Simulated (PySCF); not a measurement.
Atoms are numbered as in `[CH3:1][O:2][C@@H:3]1[CH:4]=[C:5]([F:6])[SiH2:7][O:8][CH2:9]1`. Hydrogens are named by the atom that carries them. Ha(Si7), Ha(C9) are cis to O2 on the ring; Hb(Si7), Hb(C9) are trans to O2 on the ring.

One conformer, relativity neglected, fast rotation and ring inversion assumed for equivalent nuclei, in vacuum. σ from GIAO-PBE0/pcSseg-1; structure optimised with GFN2-xTB; PySCF 2.14.

Scale: TMS for ¹³C (σref 186.93) and ¹H (σref 31.72) and ²⁹Si (σref 349.16); ¹⁷O (σref 336.08) vs H2O; CFCl3 for ¹⁹F (σref 170.95) (reference shieldings calculated alike).

| atoms | nucleus | count | δ (ppm) |
| --- | --- | --- | --- |
| O2 | ¹⁷O | 1 | ? |
| C3 | ¹³C | 1 | 77.7 |
| Hb(Si7) | ¹H | 1 | 5.03 |
| H(C3) | ¹H | 1 | 3.81 |
| Ha(Si7) | ¹H | 1 | ? |
| C5 | ¹³C | 1 | 182.8 |
| Ha(C9) | ¹H | 1 | ? |
| C9 | ¹³C | 1 | ? |
| Hb(C9) | ¹H | 1 | ? |
| O8 | ¹⁷O | 1 | -15.8 |
| Si7 | ²⁹Si | 1 | -40.6 |
| H(C1) | ¹H | 3 | 3.46 |
| C1 | ¹³C | 1 | 57.4 |
| C4 | ¹³C | 1 | 128.5 |
| H(C4) | ¹H | 1 | 6.75 |
| F6 | ¹⁹F | 1 | -105.4 |

Fill in the missing shifts.

Answers


- C9: 62.4 ppm, sp3 CH2 bonded to O; pulled downfield by the heteroatom
- Ha(Si7): 5.15 ppm, hydrogen on a silicon bonded to C, O, in a 6-membered ring
- Ha(C9): 4.48 ppm, hydrogen on an sp3 CH2 bonded to O; its carbon carries O, an electronegative neighbour
- Hb(C9): 3.56 ppm, hydrogen on an sp3 CH2 bonded to O; its carbon carries O, which withdraws density
- O2: 41.8 ppm, ether oxygen

Shifts are as computed. Against solution values, carbons near 30 ppm lie about +3 ppm off and those near 130 ppm about +5 ppm. Of 1309 compounds with measured shifts, 239 miss one by over three times the rms of a fit or turn the order of signals round; such compounds aren't used in these exercises. Unscaled 19F shifts against computed CFCl3 carry errors that often reach 10 to 50 ppm. Experimental scales use liquid or dissolved standards, which lie at an offset from isolated H2O (liquid H2O: subtract about 36 ppm).
